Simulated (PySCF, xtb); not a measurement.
Mg(Me)(OSiH3) (CH6MgOSi), SMILES [CH3][Mg][O][SiH3].

GFN2-xTB in xtb at its own geometry gives an orbital gap of 2.44 eV and a dipole moment of 4.97 D.

Geometry optimised at PBE0-D3(BJ)/def2-SVP. The structure was generated by enumeration; whether it is a known compound was not checked. Other conformers were not sampled.

Task: What does B3LYP/def2-TZVP in PySCF give? (An estimate is asked for; the answer gives what the named calculation found.)

Result: gap 6.02 eV (levels -7.34 and -1.33 eV), dipole 2.00 D.
